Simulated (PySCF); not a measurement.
H₃S, SMILES [SH3+], charge +1. Atoms are numbered in the order given.

```xyz
4

S      0.0000     0.0000     0.1175
H      0.9957    -0.5749    -0.6268
H     -0.9957    -0.5749    -0.6268
H      0.0000     1.1498    -0.6268
```
Charge +1, spin multiplicity 1.

Coordinates come from a PBE-D3(BJ)/def2-TZVPD optimisation. The isomer is the one that the SMILES or the coordinates give; other isomers of the formula were not compared.

Level of theory: PBE-D3(BJ)/def2-TZVPD run with PySCF.

Frequencies are harmonic and unscaled.

Modes within 1.5 cm⁻¹ of each other (mostly degenerate sets) share a row, with their intensities summed.

| mode | ν (cm⁻¹) | IR (km/mol) | moving atoms (share of kinetic energy) |
|---|---|---|---|
| 1 | 1028 | 12.6 | H 94 % |
| 2–3 | 1172 | 1.8 | H 98 % |
| 4 | 2529 | 48.8 | H 98 % |
| 5–6 | 2533 | 177.0 | H 97 % |
